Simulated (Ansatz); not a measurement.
`C[Se][AlH2]` + H₂ → `C[SeH]` + `[AlH3]` at 600 K and 1 bar (hydrogenolysis of the Se–Al bond).

Calculated with Ansatz (gas phase, PBE0-D4/def2-TZVP geometries, no zero-point term in ΔE). CCSD(T)/CBS adds triple-zeta CCSD(T) − MP2 to the extrapolated MP2 energy (def2 sets, frozen cores). This one scheme is used for every species. For Se outer-core shells are correlated without core-valence functions, which leaves a few kJ/mol of doubt a bond. Scalar relativity is left out up to krypton.

| species | CCSD(T)/CBS energy (Eh) | H − E (kJ/mol) | S (J/(mol·K)) |
| --- | --- | --- | --- |
| `C[Se][AlH2]` | -2683.80327 | 184.9 | 396.0 |
| H₂ | -1.17544 | 43.9 | 150.8 |
| `C[SeH]` | -2441.15625 | 149.5 | 312.9 |
| `[AlH3]` | -243.78045 | 74.2 | 242.3 |

H − E and S are ideal-gas, rigid-rotor, harmonic terms from PBE0-D4/def2-TZVP. The MP2-based limit puts H₂ 0.8 mEh under its directly extrapolated value; such offsets cancel only in part. 1 Eh = 2625.50 kJ/mol, R = 8.31446 J/(mol·K).

Q: By hand: ΔE, ΔH, ΔS and ΔG.

A: ΔE = (-2441.15625) + (-243.78045) − (-2683.80327) − (-1.17544) = 0.04201 Eh = 110.3 kJ/mol. Δ(H − E) = 149.5 + 74.2 − 184.9 − 43.9 = -5.1, so ΔH = 105.2 kJ/mol. ΔS = 312.9 + 242.3 − 396.0 − 150.8 = 8.4 J/(mol·K). ΔG = 105.2 − 600 × (8.4)/1000 = 100.2 kJ/mol.

Q: By hand: the equilibrium constant, and the temperature at which ΔG would vanish if ΔH and ΔS stayed fixed.

A: log₁₀ K = −ΔG/(RT ln 10) = -8.7. ΔG = 0 at ΔH/ΔS = 12524 K, far beyond where these terms or the molecules hold.

The number of gas molecules stays the same, so ΔS is small and ΔH decides. A doubt of 5 kJ/mol in ΔE shifts log₁₀ K by 0.4 here. These are equilibria of isolated gas molecules and say nothing of rates. Largest T1 diagnostic: 0.010 (customary marks: 0.02 for closed shells, 0.045 for open ones).
